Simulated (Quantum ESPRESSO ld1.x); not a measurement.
These are the eigenvalues of the occupied orbitals of an atom or ion with whole-number occupations (hartree). Calculated with ld1.x of Quantum ESPRESSO 7.5: non-relativistic Kohn-Sham, PBE, spin-unpolarised, spherical densities, point nucleus.

| orbital | eigenvalue |
|---|---|
| 1s | -2689.45 |
| 2s | -452.203 |
| 2p | -434.903 |
| 3s | -108.917 |
| 3p | -100.763 |
| 3d | -85.5553 |
| 4s | -26.1322 |
| 4p | -22.6136 |
| 4d | -16.1457 |
| 4f | -7.47561 |
| 5s | -6.94171 |
| 5p | -5.77426 |
| 5d | -3.85104 |

Which element is it, and in what charge state? The configuration may be excited.

Answer. Z = 79, gold, charge +7: Au7+ in [Xe] 4f14 5d4. The list shows which subshells hold electrons but not how many an open one holds; the 1s level, -2689.5 hartree, gives Z - s = 73.3 by -(Z - s)^2/2, which with screening narrows Z to a few neighbours, and the depths of the outer levels then fix element, charge and occupations together.
